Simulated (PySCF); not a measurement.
# Reading the logs of faulty runs: AlBCH6N

Calculated results; nothing here was measured. They come from PySCF 2.14.0, an open-source quantum chemistry program, on an isolated molecule that a program drew, which may never have been made. The molecule is AlBCH6N (charge 0, doublet), drawn as the SMILES string `B[CH2][Al][NH2]`.

Each row is a Hartree-Fock (HF) and frozen-core CCSD(T) single point in the cc-pV(D+d)Z basis, meant for a local HF minimum. Run 1 is clean. Each other run has one planted mistake out of seven kinds, and not every kind appears here: one electron removed, one electron added, multiplicity raised by two, geometry at a saddle point, minimal basis STO-3G, one bond length entered in bohr, all coordinates scaled. The reference is restricted for singlets and unrestricted otherwise, and also for a bond in bohr. Adding or removing an electron swaps singlet and doublet. Electrons count all cores. HOMO and LUMO are orbital energies over both spins, the gradient is its largest component, and the lowest frequency (negative if imaginary) is given only where the gradient is small. Bond lengths are over the 9 bonds as drawn. T1 is the CCSD diagnostic: over 0.02 (restricted) or 0.045 (unrestricted) a single reference is doubtful.

Geometry of the clean run:
```xyz
10
AlBCH6N, angstrom
B    -1.8519    1.2022    1.7919
C    -2.4744    0.0295    1.0213
Al   -1.0305   -1.3344    0.7254
N     0.5760   -0.7741    0.2386
H    -1.8738    1.2367    2.9965
H    -1.2616    2.0810    1.2149
H    -2.7606    0.2568   -0.0139
H    -3.2817   -0.5034    1.5294
H     1.3538   -1.3706    0.0252
H     0.8476    0.1851    0.1151
```

```
run  electrons  basis functions  <S^2>  HOMO (eV)  LUMO (eV)  gradient (hartree/bohr)  lowest frequency (cm^-1)  mean bond (Å)  longest bond (Å)      T1  HF (hartree)  CCSD(T) (hartree)                          mistake
  1         37               95  0.754      -7.97       1.28                  8.0e-06                        56         1.3247             2.008  0.0161    -362.42393         -362.93307                         no fault
  2         37               95  3.761      -4.91      -0.51                  9.2e-02                         -         1.3247             2.008  0.0195    -362.27880         -362.75288       multiplicity raised by two
  3         37               30  0.754      -4.92       6.57                  4.1e-02                         -         1.3247             2.008  0.0177    -358.00287         -358.20431             minimal basis STO-3G
  4         37               95  1.502      -8.13       1.23                  1.9e-02                         -         1.4238             2.008  0.0592    -362.28131         -362.78643  one bond length entered in bohr
  5         36               95  0.000     -16.21      -6.45                  5.9e-02                         -         1.3247             2.008  0.0161    -362.15799         -362.66289                                ?
  6         37               95  0.753      -7.83       1.49                  4.7e-02                         -         1.2664             1.920  0.0149    -362.40565         -362.90814                                ?
```

**Which mistake was planted in run 5, and what did it cost?**

It counts 36 electrons, one fewer than the clean run, at the same geometry and basis. So the mistake is: one electron removed. Subtracting run 1 and multiplying by 627.51 kcal/mol a hartree, the energy moved by 166.9 kcal/mol in HF and 169.5 kcal/mol in CCSD(T).

**Which mistake was planted in run 6, and what did it cost?**

The mean and the longest bond both change by the same factor, 0.956, and the gradient is no longer small. So the mistake is: all coordinates scaled. Subtracting run 1 and multiplying by 627.51 kcal/mol a hartree, the energy moved by 11.5 kcal/mol in HF and 15.6 kcal/mol in CCSD(T).

Cautions from the logs. Run 4: T1 is over the limit, so its CCSD(T) energy is less reliable.
